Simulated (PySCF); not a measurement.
# A series of derivatives of CC=C1[SiH2]CC1F

Parent skeleton `[CH3:1][CH:2]=[C:3]1[SiH2:4][CH2:5][CH:6]1[F:7]`; one hydrogen on atom 5 is replaced by X. Hydrogens on one atom are averaged.

Theory: GFN2-xTB geometry, σ from GIAO-PBE0/pcSseg-1, in PySCF (single conformer, non-relativistic, fast rotation and ring inversion assumed for equivalent nuclei, in vacuum).

Chemical shifts δ = σref − σ; TMS for 13C (σ = 186.93 ppm) and 29Si (σ = 349.16 ppm) and 1H (σ = 31.72 ppm); 19F (σ = 170.95 ppm) against CFCl3, all at this level.

Known members:
```
      X    C1     C2     C3    Si4    C5     C6      F7  H(C1)  H(C2)
  OC2H5  24.9  154.6  140.9  -58.0  81.2  104.3  -175.5   1.94   7.02
C(S)CH3  21.6  161.8  138.1  -28.2  64.0   97.9  -174.0   2.13   6.61
  CH2CN  24.4  154.2  142.1  -57.1  34.0   98.9  -170.8   1.97   7.03
ethynyl  21.2  159.3  142.2  -49.0  24.1  101.4  -167.6   2.06   6.49
    cPr  24.4  151.0  143.3  -70.7  43.3  100.9  -172.2   1.89   6.91
```

Four more derivatives gave (δ, ppm):
| compound | C1 | C2 | C3 | Si4 | C5 | C6 | F7 | H(C1) | H(C2) |
| --- | --- | --- | --- | --- | --- | --- | --- | --- | --- |
| 1 | 20.9 | 156.9 | 138.4 | -63.1 | 68.3 | 100.5 | -174.4 | 2.08 | 6.48 |
| 2 | 21.4 | 158.6 | 145.9 | -58.4 | 39.5 | 92.7 | -199.8 | 2.09 | 6.54 |
| 3 | 24.5 | 150.9 | 147.7 | -55.9 | 77.2 | 97.7 | -200.2 | 1.97 | 7.02 |
| 4 | 24.2 | 152.2 | 146.7 | -57.1 | 41.3 | 93.7 | -186.4 | 1.95 | 7.06 |

Their substituents are CH2OH, NMe2, OCH3, vinyl. Which is which?

## Answers

1: X = NMe2 (C/C=C1/[SiH2][C@@H](N(C)C)[C@@H]1F); 2: X = CH2OH (C/C=C1/[SiH2][C@@H](CO)[C@H]1F); 3: X = OCH3 (C/C=C1\[SiH2][C@@H](OC)[C@H]1F); 4: X = vinyl (C=C[C@@H]1[SiH2]/C(=C\C)[C@@H]1F).

Unscaled 19F shifts against computed CFCl3 carry errors that often reach 10 to 50 ppm.
